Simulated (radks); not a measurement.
Results of a calculation; reference values are marked as such.
Excited configurations of H I: one electron is placed in a higher orbital outside the bare nucleus. The ground configuration is 1s1. Code: a radial shooting solver on a logarithmic mesh with Libxc functionals. Model: Dirac Kohn-Sham, PBE, spin-unpolarised, spherical densities, finite nucleus; open shells are shared between the two j in proportion to 2j + 1; Gaussian nuclear charge, rms radius 0.8783 fm. Excitation = E - E(ground); binding = E(ion) - E, where the ion is the core of charge +1; n* = 1/sqrt(2 binding) in atomic units, and the quantum defect is n - n*. Eigenvalue and <r> are those of j = l + 1/2.

outer orbital,excitation (eV),binding (eV),n*,eigenvalue (eV),<r> (bohr)
2s,9.035,3.454,1.985,-1.983,5.877
5s,11.856,0.632,4.640,-0.422,35.06
5f,11.867,0.621,4.681,-0.365,29.89
6f,12.041,0.447,5.517,-0.284,44.89

The Delta-SCF ionisation energy is 12.488 eV (NIST Atomic Spectra Database: 13.598 eV, theoretical). Self-interaction in the functional shifts the binding energies and quantum defects, so they are the method's values and not measured ones. Spin polarisation and multiplet splitting are left out, so open shells lie too high by an amount that depends on their filling.

Beside tabulated values, note that spin-unpolarised runs miss the spin-polarisation part of the exchange energy of open shells.
